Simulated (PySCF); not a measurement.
# Manganese: a sound run and one with changed settings

Sound run: Mn [Ar] 3d5 4s2, Mn⁺ [Ar] 3d5 4s1. Computed with PySCF 2.14 in jorge-DZP-DKH (8s6p2d1f, 43 functions), with the spin-free X2C one-electron Hamiltonian (Gaussian nucleus). In the sound run the correlated levels freeze [Ar]. The sound run starts from symmetry-adapted Hartree-Fock orbitals and uses a fine grid where one is needed.

Changed run: initial guess 1e, at most 50 SCF cycles, level shift 0.5 hartree.

| species | method | sound run (hartree) | changed run (hartree) | converged |
| --- | --- | --- | --- | --- |
| Mn | UHF | -1157.14179 | -1156.91748 | no |
| Mn | PBE0 | -1158.06274 | -1158.06274 | yes |
| Mn | LDA | -1155.83585 | -1155.83585 | yes |
| Mn⁺ | UHF | -1156.92310 | -1156.92310 | yes |
| Mn⁺ | PBE0 | -1157.80995 | -1157.80995 | yes |
| Mn⁺ | LDA | -1155.56742 | -1155.56742 | yes |
| Mn⁺ | MP2 | -1156.95863 | -1156.95178 | yes |

Ionisation energy of Mn:

```tsv
method	sound run (eV)	changed run (eV)
PBE0	6.879	6.879
LDA	7.304	7.304
```

A level shift leaves the converged SCF energy unchanged but raises the virtual orbital energies, which shrinks MP2 if it is not removed.

For comparison, NIST gives 7.434 eV between the lowest levels.
